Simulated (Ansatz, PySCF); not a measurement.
C₄H₅Cl₂F, SMILES C=C(F)CC(Cl)Cl. Atoms are numbered in the order given.

```xyz
12

C     -2.3230     0.1285    -0.7505
C     -1.4278    -0.5667    -0.0487
F     -1.6513    -0.8464     1.2472
C     -0.1253    -1.1162    -0.5388
C      1.1065    -0.2616    -0.2494
Cl     1.3391    -0.0013     1.5056
Cl     1.0223     1.3036    -1.1223
H     -2.1320     0.3603    -1.7986
H     -3.2401     0.4867    -0.2783
H      0.0409    -2.1024    -0.0726
H     -0.1711    -1.2567    -1.6298
H      2.0156    -0.7599    -0.6102
```

Coordinates come from a r2SCAN-D4/def2-SVP optimisation. This is a generated structure with no PubChem entry under its InChIKey; it may be hypothetical. The values are those of a single conformer.

Two levels are set side by side: PBE-D3(BJ)/def2-SVP (Ansatz, a quantum-chemistry and plane-wave program) and r2SCAN-D4/def2-SVP (Ansatz). Each level has its own optimised geometry; the coordinates shown are those of the second. Frequencies come from the Hessian of PySCF at each geometry. Differences are taken from unrounded values.

```csv
quantity,r2SCAN-D4,PBE-D3(BJ),PBE-D3(BJ) minus r2SCAN-D4
mean bond length (Å),1.343,1.349,0.007
bond C1–C2 (Å),1.333,1.341,0.008
bond C2–F3 (Å),1.344,1.351,0.006
bond C2–C4 (Å),1.496,1.502,0.006
bond C4–C5 (Å),1.527,1.533,0.006
bond C5–Cl6 (Å),1.789,1.795,0.006
bond C5–Cl7 (Å),1.794,1.799,0.005
bond C1–H8 (Å),1.090,1.097,0.007
bond C1–H9 (Å),1.092,1.099,0.007
bond C4–H10 (Å),1.103,1.110,0.007
bond C4–H11 (Å),1.101,1.108,0.007
bond C5–H12 (Å),1.098,1.105,0.008
highest harmonic wavenumber (cm⁻¹),3293,3222,-71
mean harmonic wavenumber (cm⁻¹),1208,1177,-31
zero-point energy (kcal/mol),51.83,50.48,-1.34
```
